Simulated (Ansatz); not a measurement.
Ga10P10H28⁺, a nanocrystal cut from zinc blende GaP (hydrogen-capped). Charge 1, multiplicity 2. Geometry PBE-D4/def2-SVP, that of the neutral singlet; atoms count from 1.

```xyz
48

Ga   -1.986    2.841   -2.962
Ga    0.250   -3.135   -3.512
Ga    3.185   -2.226    0.079
Ga   -0.193    3.977    0.453
Ga    2.635    1.289    2.162
Ga    0.509    0.358   -0.941
Ga   -3.121   -0.876   -1.055
Ga   -0.598   -2.891    0.850
Ga   -1.343    0.397    2.438
Ga    1.595   -1.934    3.975
P     0.554   -0.754   -3.061
P    -0.089    2.605   -1.467
P    -3.531    1.425   -1.747
P     2.613    0.147    0.084
P    -0.374   -3.965   -1.319
P     1.584   -2.875    1.748
P     1.889    3.534    1.572
P    -1.668    2.759    1.904
P     0.848    0.316    3.363
P    -1.180   -0.635    0.331
H    -2.484    4.338   -2.918
H    -1.633    2.056   -4.289
H    -1.028   -3.227   -4.431
H     1.682   -3.695   -3.853
H     4.674   -2.399    0.566
H     2.665   -2.732   -1.337
H    -0.532    5.504    0.297
H     4.014    1.410    2.909
H    -2.606   -1.594   -2.375
H    -4.373   -1.360   -0.226
H    -1.732   -3.620    1.670
H    -2.497   -0.048    3.410
H     3.083   -1.761    4.479
H     0.436   -2.606    4.813
H     1.764   -0.312   -3.682
H    -0.370   -0.006   -3.856
H     1.040    3.138   -2.171
H    -4.739    1.441   -2.515
H    -4.027    2.166   -0.626
H     3.514    0.865   -0.769
H     0.458   -5.103   -1.074
H    -1.605   -4.667   -1.515
H     1.841   -4.269    1.963
H     2.900    4.189    0.799
H     1.959    4.375    2.729
H    -1.781    3.526    3.107
H    -2.994    2.974    1.413
H     0.791    1.062    4.585
```

Single mean-field runs in def2-SVP are fitted with def2-universal-jkfit.

**Question.** Estimate the Mulliken populations of the heavy atoms from the PBE0/def2-SVP orbitals of Ansatz.

**Answer.** 
```
atom  charge (e)  spin (α − β)
 Ga1        0.22          0.00
 Ga2        0.21          0.00
 Ga3        0.25         -0.01
 Ga4        0.38          0.00
 Ga5        0.38         -0.01
 Ga6        0.36         -0.01
 Ga7        0.23          0.05
 Ga8        0.36          0.04
 Ga9        0.41         -0.01
Ga10        0.26          0.00
 P11       -0.16          0.00
 P12       -0.35          0.03
 P13       -0.20          0.03
 P14       -0.35          0.09
 P15       -0.18          0.03
 P16       -0.35          0.20
 P17       -0.21          0.01
 P18       -0.23          0.01
 P19       -0.39          0.06
 P20       -0.53          0.22
```
Mulliken values depend strongly on the basis.

**Question.** Where does the spin sit?

**Answer.** Summed by element: Ga 0.05, P 0.68, H 0.27, of 1 unpaired in all. Largest on single atoms: P20 0.22, P16 0.20, H33 0.10.

**Question.** And the Mayer bond orders between heavy atoms (over 0.3)?

**Answer.** Ga1–P12 0.62 (2.43 Å); Ga1–P13 0.66 (2.42 Å); Ga2–P11 0.61 (2.44 Å); Ga2–P15 0.64 (2.43 Å); Ga3–P14 0.61 (2.44 Å); Ga3–P16 0.71 (2.40 Å); Ga4–P12 0.80 (2.36 Å); Ga4–P17 0.71 (2.40 Å); Ga4–P18 0.71 (2.40 Å); Ga5–P14 0.75 (2.37 Å); Ga5–P17 0.65 (2.44 Å); Ga5–P19 0.81 (2.36 Å); Ga6–P11 0.81 (2.39 Å); Ga6–P12 0.81 (2.38 Å); Ga6–P14 0.80 (2.35 Å); Ga6–P20 0.85 (2.34 Å); Ga7–P13 0.66 (2.44 Å); Ga7–P20 0.56 (2.40 Å); Ga8–P15 0.72 (2.43 Å); Ga8–P16 0.71 (2.36 Å); Ga8–P20 0.72 (2.39 Å); Ga9–P18 0.64 (2.44 Å); Ga9–P19 0.74 (2.38 Å); Ga9–P20 0.77 (2.35 Å); Ga10–P16 0.63 (2.42 Å); Ga10–P19 0.62 (2.45 Å).
